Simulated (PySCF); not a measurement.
Species: isopropyl methacrylate, C₇H₁₂O₂.
Bonds: C1–C2 (double), C2–C3, C2–C4, C4–O5 (double), C4–O6, O6–C7, C7–C8, C7–C9. Hydrogens: H10, H11 on C1; H12, H13, H14 on C3; H15 on C7; H16, H17, H18 on C8; H19, H20, H21 on C9.

The same species was optimised twice, with GFN2-xTB and with PBE0-D3(BJ)/def2-SVP (PySCF), and the same property calculations (PySCF, gas phase) were run on both structures.

```csv
coordinate,GFN2-xTB,PBE0-D3(BJ)/def2-SVP,change
C7–C9 (Å),1.524,1.512,-0.012
C1=C2 (Å),1.329,1.338,+0.009
C7–C8 (Å),1.525,1.516,-0.009
C2–C4 (Å),1.490,1.496,+0.006
C4–O6 (Å),1.336,1.339,+0.003
O6–C7 (Å),1.435,1.437,+0.002
C2–C3 (Å),1.495,1.497,+0.002
C4=O5 (Å),1.208,1.206,-0.002
O6–C7–C9 (°),108.1,106.3,-1.8
C8–C7–C9 (°),112.1,113.7,+1.6
C1–C2–C4 (°),118.1,116.8,-1.3
C3–C2–C4 (°),117.6,118.7,+1.1
O6–C7–C8 (°),108.6,109.6,+1.0
C2–C4–O5 (°),124.2,125.2,+1.0
C4–O6–C7 (°),118.3,117.5,-0.8
O5–C4–O6 (°),124.1,123.6,-0.5
C1–C2–C4–O5 (°),-1,1,+2
C2–C4–O6–C7 (°),179,180,+1
C4–O6–C7–C8 (°),-109,-82,+27
```

Rotational constants: A = 2982, B = 957.5, C = 858.8 MHz (GFN2-xTB) against A = 2976, B = 1001, C = 841.3 MHz (PBE0-D3(BJ)/def2-SVP).

On the GFN2-xTB structure: HOMO (eV) -7.70 [PBE0/pcSseg-1]; LUMO (eV) -1.05 [PBE0/pcSseg-1]; dipole (D) 2.04 [PBE0/pcSseg-1]; GIAO shielding of C1 (ppm) 51.3 [PBE0/pcSseg-1]; GIAO shielding of C2 (ppm) 42.4 [PBE0/pcSseg-1]; GIAO shielding of C3 (ppm) 165.3 [PBE0/pcSseg-1]; GIAO shielding of C4 (ppm) 15.9 [PBE0/pcSseg-1]; GIAO shielding of O5 (ppm) -57.9 [PBE0/pcSseg-1]; GIAO shielding of O6 (ppm) 101.5 [PBE0/pcSseg-1]; GIAO shielding of C7 (ppm) 120.2 [PBE0/pcSseg-1]; GIAO shielding of C8/C9 (mean) (ppm) 162.4 [PBE0/pcSseg-1].

Task: What do these properties become on the PBE0-D3(BJ)/def2-SVP structure?

Result: 
```tsv
property	level	on GFN2-xTB	on PBE0-D3(BJ)/def2-SVP	change
HOMO (eV)	PBE0/pcSseg-1	-7.70	-7.67	+0.03
LUMO (eV)	PBE0/pcSseg-1	-1.05	-1.08	-0.03
dipole (D)	PBE0/pcSseg-1	2.04	1.97	-0.07
energy, GFN2-xTB geometry as zero (kcal/mol)	PBE0/pcSseg-1	0.0	-1.0	-1.0
GIAO shielding of C1 (ppm)	PBE0/pcSseg-1	51.3	47.9	-3.4
GIAO shielding of C2 (ppm)	PBE0/pcSseg-1	42.4	40.4	-2.0
GIAO shielding of C3 (ppm)	PBE0/pcSseg-1	165.3	163.6	-1.7
GIAO shielding of C4 (ppm)	PBE0/pcSseg-1	15.9	15.0	-0.9
GIAO shielding of O5 (ppm)	PBE0/pcSseg-1	-57.9	-63.1	-5.2
GIAO shielding of O6 (ppm)	PBE0/pcSseg-1	101.5	96.4	-5.1
GIAO shielding of C7 (ppm)	PBE0/pcSseg-1	120.2	117.4	-2.8
GIAO shielding of C8/C9 (mean) (ppm)	PBE0/pcSseg-1	162.4	161.9	-0.5
```

The heavy atoms differ by 0.240 Å rms after alignment. Among bonds between heavy atoms C7–C9 changes most (-0.012 Å). Changes are differences of the printed values. Neither structure is proved a minimum here.

The values belong to the conformer `[CH2:1]=[C:2]([CH3:3])[C:4](=[O:5])[O:6][CH:7]([CH3:8])[CH3:9]`: C1–C2–C4–O5 1°, C2–C4–O6–C7 180°, C4–O6–C7–C8 -82°.
